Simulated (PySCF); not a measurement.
## Computed data sheet: `C=C/C(=C/C)CF`

C₆H₉F.
Z-matrix (Å and degrees, PBE0-D3(BJ)/def2-SVP geometry), rows numbered from 1:
```
C 
C   1  1.3399
C   2  1.4647  1  126.29
C   3  1.3504  2  119.27  1   176.91
C   4  1.4890  3  129.21  2  -179.81
C   3  1.5004  2  117.63  1    -4.98
F   6  1.3790  3  111.51  2    61.48
H   1  1.0923  2  122.07  3    -2.53
H   1  1.0924  2  120.72  3   179.19
H   2  1.0965  1  118.71  3   179.98
H   4  1.0978  3  116.07  2     0.44
H   5  1.1034  4  110.66  3  -118.83
H   5  1.1028  4  110.29  3   124.07
H   5  1.0977  4  113.82  3     2.79
H   6  1.1046  3  109.56  2   -57.59
H   6  1.0993  3  111.71  2  -177.46
```

Some functional groups and rings: C=C double bond and C–F bond.

PBE0-D3(BJ)/def2-SVP geometry optimisation, gas phase (PySCF):

- Point group: C1
- Rotational constants A, B, C: 3.713, 1.926, 1.343 GHz

**wB97X-D/def2-SVPD ground state, ΔSCF and vertical TDDFT (core frozen in the response) (PySCF)**

* Dipole moment: 2.26 D
* HOMO energy: -8.42 eV
* LUMO energy: 0.88 eV
* HOMO–LUMO gap: 9.30 eV
* Lowest singlet excitation: 5.76 eV (215 nm, f = 0.718)
* Strongest line among the 10 lowest singlet transitions: S1 at 5.76 eV (215 nm, f = 0.718)
* Lowest triplet excitation (Tamm–Dancoff): 3.28 eV
* Static isotropic polarisability: 80.4 au
* Vertical ionisation energy: 8.58 eV
* Electronic spatial extent ⟨r²⟩ about the centre of nuclear charge: 903 bohr²

B97-2/pcSseg-1 ground state and GIAO shieldings, non-relativistic (PySCF):

- 13C chemical shifts (computed TMS as zero) by class: 143.3 (C2), 139.1 (C3), 137.0 (C4), 119.4 (C1), 76.2 (C6), 16.8 (C5) ppm
- 1H chemical shifts (computed TMS as zero) by class: 6.22 (H10), 5.71 (H8), 5.67 (H11), 5.35 (H9), 5.11 (H15/H16), 1.95 (H12/H13/H14) ppm
- Isotropic shieldings of nuclei other than C and H, by class: 418 (F7) ppm

From B3LYP/pcJ-1 indirect spin-spin coupling, non-relativistic, gas phase; spin–dipole term left out for some pairs (PySCF):

* Largest of the computed one-bond spin–spin couplings (means over like bonds): 19F–13C -231.4 (F7–C6), 13C–1H +169.0 (C1–H9), 13C–1H +168.7 (C1–H8), 13C–1H +160.0 (C2–H10), 13C–1H +158.4 (C4–H11), 13C–1H +153.2 (C6–H15 and 1 like it), 13C–1H +133.3 (C5–H12 and 2 like it), 13C–13C +78.2 (C3–C4) Hz

Monoisotopic mass (most abundant isotopes): 100.0688 u.

No computed singlet falls in the visible range (750 to 380 nm, 1.65 to 3.26 eV); S1 lies 2.50 eV above its blue end. In atomic units the dipole is 0.89 e·bohr (1 au = 2.5417 D). The 10 singlets span 5.76 to 8.32 eV, and their oscillator strengths add up to 0.83. S1 lies 3.54 eV below the HOMO–LUMO gap; its leading configuration is HOMO→LUMO, weight 0.97.

 NMR classes are plain means over equivalent atoms (diastereotopic ones count apart unless rotation or inversion swaps them), as if these changed places fast; in this geometry the members of some classes differ.

One conformer stands for the species.
